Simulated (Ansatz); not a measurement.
Pulling on the B1–H2 bond in CH6BN (SMILES BNC) (multiplicity 1 held, fragments rigid). Energies count from the point at 1.193 Å.
Geometry at that point (charge 0, multiplicity 1):
```csv
atom,x (Å),y (Å),z (Å)
B,-0.1738,0.1694,1.3598
H,-1.0466,0.5155,2.0959
H,0.9050,-0.1500,1.7605
N,-0.4214,0.1375,-0.0025
C,0.5047,-0.2521,-1.0532
H,-1.3320,0.4068,-0.3442
H,0.6779,0.5674,-1.7558
H,0.1296,-1.1104,-1.6169
H,1.4567,-0.5259,-0.6023
```

Restricted levels (R-, RO-) in cc, def2 and unpolarised 6-31G sets keep to the state of the molecule at rest. Unrestricted levels (U-) break spin symmetry where that is lower. Levels need not reach the same state.

Frozen-core correlation.

Run with Ansatz (a quantum-chemistry and plane-wave program). Each number belongs to the level named beside it.

### Question
One of these levels gives 106.95 kcal/mol for the energy at R = 3.818 Å. Name it.
A. R-HF/cc-pVDZ
B. U-HF/cc-pVDZ
C. U-SCS-MP2/cc-pVDZ
D. R-SCS-MP2/cc-pVDZ

### Answer
C, U-SCS-MP2/cc-pVDZ. The others give 169.28 (R-HF/cc-pVDZ), 88.16 (U-HF/cc-pVDZ), 137.93 (R-SCS-MP2/cc-pVDZ)

Doubts at one or more of the structures used: a restricted determinant that unrestricted orbitals would lower (R-HF/cc-pVDZ, R-SCS-MP2/cc-pVDZ); a spin-contaminated determinant (U-HF/cc-pVDZ, U-SCS-MP2/cc-pVDZ).
